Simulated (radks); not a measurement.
Polarisability of the copper ion Cu4+, [Ar] 3d7, at imaginary frequency. All-electron calculation, scalar-relativistic Kohn-Sham, LDA (Slater exchange, Perdew-Wang correlation), spin-polarised, spherical densities, finite nucleus; open shells are filled with parallel spins first; Fermi nuclear charge, rms radius 3.8823 fm. Program: a radial shooting solver on a logarithmic mesh with Libxc functionals. Response by self-consistent Sternheimer equations with the Hartree and adiabatic LDA kernel, the relativistic mass of each level held fixed and spin-orbit coupling left out.

w (hartree),alpha1(iw) (bohr^3)
0.00266,1.030
0.0143,1.030
0.0360,1.030
0.0697,1.029
0.118,1.026
0.186,1.021
0.280,1.010
0.413,0.9877
0.605,0.9463
0.892,0.8735
1.35,0.7568
2.12,0.5896
3.59,0.3813
6.94,0.1762
17.5,0.04343

Static values: alpha1 = 1.030 bohr^3 (0.1527 angstrom^3; uncoupled 1.260). C6 = 2.078, triple-dipole C9 = 1.480 atomic units. One-pole (London) frequency 4 C6 / (3 alpha1^2) = 2.611 hartree, against 2.542 for minus the highest occupied eigenvalue.
